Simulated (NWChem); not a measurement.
System meant: SiH2ClF; SMILES F[SiH2]Cl

The following NWChem deck was run.

```
start job
memory heap 200 mb stack 900 mb global 1100 mb
geometry units angstroms noautoz
  Si    -0.502430     0.563225     0.000000
  F      0.738275     1.582488     0.000000
  Cl     0.211595    -1.370306     0.000000
  H     -1.288077     0.763069    -1.235079
  H     -1.288077     0.763069     1.235079
end
basis spherical
  * library def2-svp
end
dft
  odft
  mult 2
  xc xpbe96 cpbe96
  iterations 150
  mulliken
end
task dft energy
```

End of the output:

```
                                 NWChem DFT Module
                                 -----------------

 Summary of "ao basis" -> "ao basis" (spherical)
 ------------------------------------------------------------------------------
       Tag                 Description            Shells   Functions and Types
 ---------------- ------------------------------  ------  ---------------------
 Si                         def2-svp                 8       18   4s3p1d
 F                          def2-svp                 6       14   3s2p1d
 Cl                         def2-svp                 8       18   4s3p1d
 H                          def2-svp                 3        5   2s1p

 Summary of "ao basis" -> "ao basis" (spherical)
 ------------------------------------------------------------------------------
       Tag                 Description            Shells   Functions and Types
 ---------------- ------------------------------  ------  ---------------------
 Si                         def2-svp                 8       18   4s3p1d
 F                          def2-svp                 6       14   3s2p1d
 Cl                         def2-svp                 8       18   4s3p1d
 H                          def2-svp                 3        5   2s1p

      Symmetry analysis of basis
      --------------------------

        a'         41
        a"         19

  number of electrons :                   42
  multiplicity        :                    2
 ------------------------------------------------------------------------
  no. of electrons and multiplicity not compatible                  42
 ------------------------------------------------------------------------
 ------------------------------------------------------------------------
  current input line :
    20: task dft energy
 ------------------------------------------------------------------------
 ------------------------------------------------------------------------
 There is an error in the input file
 ------------------------------------------------------------------------
 For more information see the NWChem manual at https://nwchemgit.github.io

0: no. of electrons and multiplicity not compatible:Received an Error in Communication
```

### Question
Can this run be used? If not, why, and what is the fix?

### Answer
The program refused the input. Cause: the multiplicity doesn't fit the number of electrons (an even count wants an odd multiplicity, and the reverse). This input runs:
```
start job
memory heap 200 mb stack 900 mb global 1100 mb
geometry units angstroms noautoz
  Si    -0.502430     0.563225     0.000000
  F      0.738275     1.582488     0.000000
  Cl     0.211595    -1.370306     0.000000
  H     -1.288077     0.763069    -1.235079
  H     -1.288077     0.763069     1.235079
end
basis spherical
  Si library def2-svp
  F library def2-svp
  Cl library def2-svp
  H library def2-svp
end
dft
  xc xpbe96 cpbe96
  iterations 150
  mulliken
end
task dft energy
```
It converges to -850.07862 Ha (PBE/def2-SVP).
